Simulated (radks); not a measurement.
Numerical settings for the samarium ion Sm+, [Xe] 4f6 6s1. All-electron calculation, Dirac Kohn-Sham, PBE, spin-unpolarised, spherical densities, point nucleus; open shells fill j = l - 1/2 first. Program: a radial shooting solver on a logarithmic mesh with Libxc functionals. The defaults (mesh step 0.008 in ln r, mesh end at 40 bohr or more with all orbitals vanishing there, Anderson mixing 0.5 over 9 steps, residual threshold near 1e-9 with the energy settled to 1e-9 hartree or 1e-11 of itself, here a cap of 89 iterations) give E = -10434.3554 hartree and 6s1/2 at -8.409 eV in 16 iterations. Run on one thread of a shared host, so times are rough (Arm Neoverse V2): 0.17 s of CPU time, 0.17 s wall, 16 iterations on 2648 mesh points. Changes against that run (0 stands for a change within the tolerance of the run):

setting                     iterations  converged  E (mhartree)  e(6s1/2) (meV)  CPU (s)
mesh step in ln r 0.2                2         no      diverged               -     0.02
mesh step in ln r 0.012             16        yes             0               0     0.12
mesh step in ln r 0.02              16        yes             0               0     0.08
mesh end (bohr) 400                 16        yes             0               0     0.17
mesh end (bohr) 12                  16        yes       +0.0374           +3.05     0.16
residual threshold 1e-05            12        yes             0         +0.0253     0.15
residual threshold 0.01             11        yes             0          +0.125     0.14
mixing 2.5                          17        yes             0               0     0.18
linear mixing, mixing 0.8           89         no     +1.64e+04       -4.15e+04      1.9
linear mixing, mixing 0.05          89         no      +0.00882           -34.7     0.76
mixing history 20                   23        yes             0               0     0.22
iteration cap 3                      3         no         +10.4            -904     0.05

No run marked as converged misses the energy by more than 1 mhartree. A mesh that ends early acts as a hard wall.
